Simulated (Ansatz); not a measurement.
Frontier orbitals of AlCl3F3P (`F[P+](F)(F)[Al-]([Cl])([Cl])[Cl]`).

```tsv
atom	x (Å)	y (Å)	z (Å)
F1	-2.207	-0.373	0.298
P2	-0.982	0.449	-0.149
F3	-1.261	1.789	0.562
F4	-1.385	0.803	-1.594
Al5	1.287	-0.588	0.194
Cl6	0.974	-2.282	-0.996
Cl7	2.413	0.994	-0.591
Cl8	1.161	-0.790	2.275
```

Total charge 0; spin multiplicity 1. All single points use the PBE0-D4/def2-TZVP geometry. It is one conformer, not always the lowest. Basis def2-TZVPP, Ansatz.

Orbital energies of one run (eV). Highest occupied ones, from the top: -11.32, -11.62, -11.84, -11.84, -12.03, -12.03, -13.33, -13.33, -13.76, -15.74, -16.51, -16.99, -16.99, -18.09. Empty: 0.64, 0.65, 1.56, 2.25, 3.23, 4.16.

Problem. Which functional gave them?
A. ωB97M-V
B. PBE0
C. HSE06 (plane-wave form)
D. r2SCAN

Solution. A. HOMO energies: ωB97M-V -11.32, r2SCAN -8.02, HSE06 -8.66, PBE0 -9.07 eV.
